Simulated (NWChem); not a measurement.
Species: 1,2,4-triazole (C₂H₃N₃); SMILES c1nc[nH]n1

```xyz
8

C      1.1090     0.1062     0.0000
N      0.2786     1.1775     0.0000
C     -0.9117     0.6217     0.0000
N     -0.7836    -0.7193     0.0000
N      0.5050    -1.0670     0.0000
H      2.1954     0.1901     0.0000
H     -1.8740     1.1335     0.0000
H     -1.5049    -1.4305     0.0000
```
Atoms are numbered in this order, from 1.

Coordinates come from a PBE0/def2-SVP optimisation.

Symmetry labels are those of Cs in the frame above (b1 and b2, or b-type labels, depend on it).

### Question
List the 4 lowest vertical singlet excitations from B3LYP/def2-SVP, TDA (NWChem).

### Answer
| state | energy (eV) | oscillator strength | symmetry | leading excitation (squared amplitude) |
|---|---|---|---|---|
| S1 | 6.24 | 0.008 | a" | HOMO−1 → LUMO (1.00) |
| S2 | 7.48 | 0.044 | a' | HOMO → LUMO (0.38) |
| S3 | 7.50 | 0.003 | a" | HOMO−1 → LUMO+2 (0.97) |
| S4 | 7.61 | 0.003 | a" | HOMO → LUMO+1 (0.88) |
